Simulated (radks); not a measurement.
The bismuth anion Bi- inside a hard spherical wall (all orbitals vanish at R), configuration held at [Hg] 6p4 and not refilled when levels cross. Method: scalar-relativistic Kohn-Sham, LDA (Slater exchange, VWN5 correlation), spin-polarised, spherical densities, point nucleus; open shells are filled with parallel spins first (spin-orbit coupling, left out, can overturn this in heavy ions); computed with a radial shooting solver on a logarithmic mesh with Libxc functionals. Eigenvalues in eV for spin up, with the zero of energy where the potential of the charges vanishes at infinity; a dash marks a level that is unbound or too diffuse for the functional's potential to be trusted. A positive occupied level is held by the wall or, in an anion where self-interaction has pushed it up, behind a barrier. The pressure on the wall is -dE/dV.

| R (bohr) | E (hartree) | kinetic (hartree) | e(5p) | e(5d) | e(6s) | e(6p) | e(7s, empty) | e(6d, empty) | pressure (GPa) |
|---|---|---|---|---|---|---|---|---|---|
| 15 | -21519.4278 | 24412.419 | -89.596 | -20.890 | -8.922 | 0.470 | 2.486 | 3.672 | 0.00176 |
| 12 | -21519.4264 | 24412.426 | -89.450 | -20.744 | -8.784 | 0.588 | 3.056 | 4.657 | 0.0157 |
| 8 | -21519.4045 | 24412.531 | -88.383 | -19.689 | -7.853 | 1.439 | 5.839 | 7.655 | 0.654 |
| 7 | -21519.3761 | 24412.657 | -87.540 | -18.862 | -7.158 | 2.144 | 7.964 | 9.388 | 2.05 |
| 5 | -21519.1027 | 24413.784 | -83.255 | -14.727 | -3.726 | 6.281 | 20.401 | 17.761 | 31.5 |
| 4 | -21518.4261 | 24416.445 | -77.568 | -9.385 | 1.304 | 13.086 | 40.352 | 29.870 | 180 |
| 3 | -21515.4119 | 24427.947 | -63.477 | 3.670 | 17.159 | 34.629 | 98.159 | 63.913 | 1650 |
| 2.5 | -21509.9536 | 24448.118 | -47.351 | 19.342 | 40.773 | 65.610 | 172.08 | 107.31 | 6600 |
| 2 | -21493.1192 | 24506.620 | -14.795 | 54.497 | 104.16 | 144.30 | 339.09 | 205.62 | 34500 |
| 1.5 | -21428.0819 | 24710.130 | 68.777 | 154.02 | 311.38 | 381.73 | 791.11 | 472.40 | 264000 |
